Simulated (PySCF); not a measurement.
Molecule: SMILES C(BC)/C=C/C, C$_{5}$H$_{11}$B.

Mapped SMILES: `[CH3:1][BH:2][CH2:3]/[CH:4]=[CH:5]/[CH3:6]`; H(Xn) means a hydrogen on atom n.

Geometry PBE0-D3(BJ)/def2-SVP throughout; GIAO in PySCF, gas phase, one conformer, non-relativistic; equivalent atoms averaged; basis pcSseg-1.

Q: How do the absolute shieldings σ depend on the functional? (a selection of nuclei; ppm; last column core-seconds on shared hosts with different chips, so compare them loosely; the GGAs took longer than the global hybrids here, which isn't the general rule, and the cause wasn't traced)

A: 
```csv
functional,kind,C4,C5,C3,C1,B2,H(C4),H(C3),H(C6),H(C1),core-s
HF,Hartree–Fock,52.6,60.4,154.5,178.2,35.4,25.67,29.92,29.97,30.78,9.6
LDA,LDA,39.7,46.9,128.2,163.1,0.1,24.72,28.32,29.07,29.67,25
PBE,GGA,44.6,51.4,131.8,164.0,9.1,25.22,28.81,29.44,30.10,40
BLYP,GGA,39.2,45.9,127.3,160.1,6.9,25.47,29.07,29.60,30.33,32
BP86,GGA,44.4,51.2,132.0,163.9,10.8,25.29,28.91,29.51,30.19,32
OPBE,GGA,55.3,62.0,140.7,170.0,21.5,25.24,28.83,29.46,30.12,36
KT2,GGA,56.1,61.9,137.1,168.1,20.1,25.36,28.87,29.44,30.15,24
KT3,GGA,56.6,62.5,138.6,168.2,23.6,25.55,29.06,29.58,30.31,23
B97-D,GGA,48.0,54.4,134.4,164.9,19.4,25.54,29.14,29.64,30.39,23
B3LYP,global hybrid,41.1,48.3,133.8,164.5,11.9,25.45,29.22,29.64,30.38,14
PBE0,global hybrid,46.8,54.1,139.6,169.2,15.6,25.25,29.06,29.53,30.22,14
mPW1PW91,global hybrid,46.0,53.2,139.2,168.5,16.3,25.32,29.13,29.58,30.29,14
WP04,global hybrid,35.7,42.5,131.9,159.9,15.0,25.95,29.59,29.89,30.67,15
B97-2,global hybrid,49.3,56.2,140.7,169.5,21.0,25.43,29.20,29.63,30.37,14
BHandHLYP,global hybrid,44.5,52.0,142.1,170.1,19.7,25.48,29.45,29.72,30.48,14
CAM-B3LYP,range-separated hybrid,41.6,49.3,138.2,167.7,10.5,25.32,29.25,29.62,30.32,19
wB97X-D,range-separated hybrid,46.1,53.5,142.3,170.6,20.3,25.37,29.31,29.68,30.40,18
LC-wPBE,range-separated hybrid,46.5,54.4,146.7,173.6,12.6,25.22,29.27,29.66,30.28,24
```

Q: Which nucleus among those listed moves most, in ppm?

A: B2 (boron bonded to 2 C, H): from 0.1 ppm with LDA to 35.4 ppm with HF. The smallest spread is 0.90 ppm, at H(C6). Proton shifts span only some 12 ppm, so a few tenths of a ppm matter as much there as several ppm in carbon.
